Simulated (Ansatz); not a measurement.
Two isomers of CH6AlNSi: A = `C[SiH]1[NH][AlH]1`, B = `[SiH3][N]1[CH2][AlH]1`.

Isolated molecules relaxed with PBE0-D4/def2-TZVP in Ansatz; ΔE leaves out vibrations. CBS: MP2 limit from def2 TZ/QZ plus the TZ coupled-cluster correction, frozen cores. Functionals use def2-TZVPP. B3LYP here is the variant with VWN-RPA as its local correlation; programs differ in this.

Q: Which is lower in electronic energy at CCSD(T)/CBS, and by how much? (Best estimate.)

A: Computed: A, by 113.6 kJ/mol.

Q: Give E(B) − E(A) in kJ/mol with B3LYP, CCSD(T)/def2-TZVPP, B3LYP-D4, HF/def2-TZVPP, CCSD(T)/def2-SVP, BLYP-D4, ωB97M-V. (Estimate.)

A: The calculation gave: B3LYP 110.3, CCSD(T)/def2-TZVPP 112.1, B3LYP-D4 109.0, HF/def2-TZVPP 96.8, CCSD(T)/def2-SVP 100.6, BLYP-D4 107.1, ωB97M-V 111.7. None reverses the order clearly.

Q: Does the order hold for the free energy at 298.15 K (harmonic terms from PBE0-D4)? (Best estimate.)

A: Computed: Yes: G(B) − G(A) = +100.8 kJ/mol.

Largest T1 diagnostic: 0.014.

At CCSD(T), def2-SVP lies −13.0 kJ/mol from the extrapolated value and def2-TZVPP −1.5 kJ/mol. Leaving LDA and LC-ωPBE aside and taking each functional with its dispersion term where it has one, the values, not all of them listed here, spread over 19.0 kJ/mol, from CAM-B3LYP-D4 to PBE-D4.
